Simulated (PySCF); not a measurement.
One molecule, one basis, several functionals.

Compound: C₂H₈B₂.
SMILES: `BBCC`

Torsions of this conformer, `[BH2:1][BH:2][CH2:3][CH3:4]`: B1–B2–C3–C4 0°.

PySCF, def2-SVPD basis, density fitting, gas phase, PBE0-D3(BJ)/def2-SVP geometry; singlet excitations by full TDDFT with frozen cores, triplets by Tamm–Dancoff TDDFT and ionisation energies by ΔSCF, from the lowest of the holes tried. One functional is left out:

```tsv
functional	exact exchange (%)	HOMO energy (eV)	LUMO energy (eV)	lowest singlet excitation (eV)	lowest triplet excitation (eV)	dipole moment (D)	mean polarisability (au)	vertical ionisation energy (eV)
LDA	0	-6.70	-2.88	4.14	3.53	0.864	61.2	9.93
PBE	0	-6.65	-2.59	4.32	3.59	0.835	59.6	9.86
PBE0	25	-7.98	-1.57	4.67	3.86	0.761	56.5	10.17
BHandHLYP	50	-9.27	-0.53	4.98	4.20	0.680	54.3	10.38
```

Question: Predict the row of B3LYP (20 % exact exchange) by straight lines through the other rows, and check it.

Answer: 
```tsv
property	line	computed	computed − line	PBE0 (25 %), for comparison
HOMO energy (eV)	-7.71	-7.81	-0.10	-7.98
LUMO energy (eV)	-1.84	-1.80	+0.04	-1.57
lowest singlet excitation (eV)	4.55	4.65	+0.10	4.67
lowest triplet excitation (eV)	3.81	3.95	+0.14	3.86
dipole moment (D)	0.781	0.745	-0.036	0.761
mean polarisability (au)	57.7	57.1	-0.6	56.5
vertical ionisation energy (eV)	10.10	10.21	+0.11	10.17
```

Question: Which of these properties follows the share of exact exchange most closely, and which least?

Answer: Most closely the HOMO energy, least the mean polarisability; the correlations over the tabulated rows are HOMO energy -1.000, lowest triplet excitation 0.996, LUMO energy 0.993, vertical ionisation energy 0.990, dipole moment -0.989, lowest singlet excitation 0.977, mean polarisability -0.968. The HOMO energy moves by -0.519 eV for every 10 %. Functionals with the same share still differ in their other parts: at 0 % LDA and PBE differ by 0.05 eV in it.
